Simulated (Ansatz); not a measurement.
C2H6OSn, SMILES `C1[CH2][SnH2][O]1`, relaxed with RKS PBE-D4/def2-SVP in Ansatz from a rough embedded geometry. The force threshold is 0.03 eV/Å; the program also tests the step.

Charge 0, multiplicity 1. Sn: def2 effective core potential.

Start:

```xyz
10

C    -0.156    0.635    0.960
C     0.862   -0.173    0.273
Sn   -0.505   -0.531   -1.221
O    -1.351    0.579    0.130
H    -0.407    0.243    2.012
H     0.170    1.742    1.105
H     1.715    0.398   -0.099
H     1.090   -1.113    0.825
H    -0.214    0.365   -2.759
H    -1.203   -2.146   -1.225
```

| step | energy (eV) | largest force (eV/Å) | largest move (Å) |
| --- | --- | --- | --- |
| 1 | -10040.0927 | 2.895 | 0.000 |
| 2 | -10040.5821 | 1.373 | 0.195 |
| 3 | -10040.6317 | 0.463 | 0.060 |
| 4 | -10040.6356 | 0.163 | 0.010 |
| 5 | -10040.6356 | 0.033 | 0.031 |
| 6 | -10040.6366 | 0.009 | 0.024 |

End:

```xyz
10

C    -0.189    0.674    0.996
C     0.928   -0.174    0.333
Sn   -0.502   -0.565   -1.277
O    -1.360    0.617    0.169
H    -0.423    0.290    2.019
H     0.145    1.733    1.121
H     1.829    0.385    0.016
H     1.233   -1.080    0.891
H    -0.372    0.225   -2.818
H    -1.289   -2.103   -1.449
```

It took 8 s on 4 threads of an Arm Neoverse V1 on a shared host, with 0.14 GiB of host memory at the peak.
